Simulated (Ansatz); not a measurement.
Ansatz (an electronic-structure program) input (MP2/6-31G*):

Ansatz 0.2 input:
```yaml
crystal:
  periodic: [false, false, false]
  atoms:
    - {symbol: C, position_ang: [2.04605000, -0.50217500, 0.41253200]}
    - {symbol: Si, position_ang: [0.34906800, 0.15558000, 0.13115900]}
    - {symbol: S, position_ang: [0.17681200, 1.39116200, -1.56224400]}
    - {symbol: S, position_ang: [-0.65108300, 0.66907900, 1.90618300]}
    - {symbol: S, position_ang: [-0.70244300, -1.85780400, -0.69036400]}
    - {symbol: H, position_ang: [2.68162000, 0.31469500, 0.76207900]}
    - {symbol: H, position_ang: [2.05160900, -1.28704900, 1.17084400]}
    - {symbol: H, position_ang: [2.47267000, -0.89712100, -0.51100300]}
    - {symbol: H, position_ang: [-0.97284700, 1.97711200, -1.18084500]}
    - {symbol: H, position_ang: [-1.66079900, 1.33018100, 1.31073000]}
    - {symbol: H, position_ang: [-1.95230900, -1.36774500, -0.80424400]}
    - {symbol: H, position_ang: [-0.95577000, -2.47414300, 0.48381900]}
basis:
  gaussian:
    orbitals: 6-31G*
total_charge: 1
magnetization: {spin_polarized: false}
correlation: {method: mp2, electrons: outside_noble_gas}
relax: {f_tol: 0.003, max_steps: 120}
```

From the output:

```
the calculation of the forces begins
relax step  13: F+E_penalty+E_count = -41464.28713477 eV  Δ(F+E_penalty+E_count) = +2.025e-2 eV  max|allowed force component| = 6.744e-1 eV/Å  Δτ_max = 0.0323 Å  (45 SCF iters, rejected (line search))
these checks for a lower state are left out or cut short: starts, cluster_reference, orbital_swaps, neighbouring_geometries, increment
integrals: 0.08 GiB planned
1104 factors; integrals over basis functions are off by at most 7.1e-4 eV
mean field: 0.44 GiB planned
mean field evaluation 128: about -41448.7069 eV, gradient 2.2e-4 eV
mean field -41448.70686455 eV, -1523.2118823296 hartree, gradient 1.7e-6 eV, S^2 0.000000; 0 other end points of the search recorded, 0 dependent functions left out
21 core orbitals not correlated
reference -41448.70686455 eV, -1523.2118823296 hartree; 16, 16 occupied and 68, 68 virtual orbitals, 1104 factors
densities: 0.29 GiB planned
second order -15.60051768 eV of doubles, -0.00000000 eV of singles
the calculation of the forces begins
relax step  14: F+E_penalty+E_count = -41464.30738223 eV  Δ(F+E_penalty+E_count) = -1.243e-6 eV  max|allowed force component| = 3.525e-3 eV/Å  Δτ_max = 0.0051 Å  (33 SCF iters, accepted)
these checks for a lower state are left out or cut short: starts, cluster_reference, orbital_swaps, neighbouring_geometries, increment
integrals: 0.08 GiB planned
1104 factors; integrals over basis functions are off by at most 7.1e-4 eV
mean field: 0.44 GiB planned
mean field -41448.70689972 eV, -1523.2118836222 hartree, gradient 2.5e-6 eV, S^2 0.000000; 0 other end points of the search recorded, 0 dependent functions left out
21 core orbitals not correlated
reference -41448.70689972 eV, -1523.2118836222 hartree; 16, 16 occupied and 68, 68 virtual orbitals, 1104 factors
densities: 0.29 GiB planned
second order -15.60048820 eV of doubles, -0.00000000 eV of singles
the calculation of the forces begins
relax step  15: F+E_penalty+E_count = -41464.30738792 eV  Δ(F+E_penalty+E_count) = -5.693e-6 eV  max|allowed force component| = 2.599e-3 eV/Å  Δτ_max = 0.0042 Å  (33 SCF iters, accepted)
these checks for a lower state are left out or cut short: cluster_reference
integrals: 0.08 GiB planned
1104 factors; integrals over basis functions are off by at most 7.1e-4 eV
mean field: 0.44 GiB planned
mean field -41448.70689972 eV, -1523.2118836222 hartree, gradient 2.5e-6 eV, S^2 0.000000; 1 other end points of the search recorded, 0 dependent functions left out
21 core orbitals not correlated
reference -41448.70689972 eV, -1523.2118836222 hartree; 16, 16 occupied and 68, 68 virtual orbitals, 1104 factors
densities: 0.29 GiB planned
second order -15.60048820 eV of doubles, -0.00000000 eV of singles
the calculation of the forces begins
Total energy: -41464.30738792 eV, -1523.7851909891 hartree
Atom 0 at     2.022717    -0.507249     0.408656 Å, force    -0.001228     0.000705    -0.000033 eV/Å
Atom 1 at     0.322666     0.158041     0.117471 Å, force     0.001572    -0.001257     0.002238 eV/Å
Atom 2 at     0.192738     1.406246    -1.566805 Å, force    -0.001190    -0.000203     0.000477 eV/Å
Atom 3 at    -0.617835     0.707099     1.912241 Å, force    -0.000464     0.000779    -0.000148 eV/Å
Atom 4 at    -0.692567    -1.845606    -0.667375 Å, force    -0.002356    -0.000093    -0.002599 eV/Å
Atom 5 at     2.663351     0.311385     0.752570 Å, force     0.000335    -0.000070    -0.000042 eV/Å
Atom 6 at     2.032463    -1.286985     1.176512 Å, force     0.000056    -0.000006     0.000056 eV/Å
Atom 7 at     2.457728    -0.913557    -0.509502 Å, force     0.000799    -0.000037    -0.000351 eV/Å
Atom 8 at    -0.932043     2.056026    -1.220045 Å, force     0.000603    -0.000254    -0.000430 eV/Å
Atom 9 at    -1.682169     1.340646     1.388321 Å, force     0.000314    -0.000079     0.000226 eV/Å
Atom 10 at    -1.969420    -1.466364    -0.845629 Å, force     0.000844    -0.000922    -0.000220 eV/Å
Atom 11 at    -0.915051    -2.507909     0.482232 Å, force     0.000714     0.001437     0.000825 eV/Å
Dipole moment:    -0.568293    -0.580674    -0.010344 e Å
Checks for a lower state left out: cluster_reference
```

The dipole moment of an ion depends on the origin.

The geometry given is a B3LYP-D3(BJ)/def2-TZVP minimum.
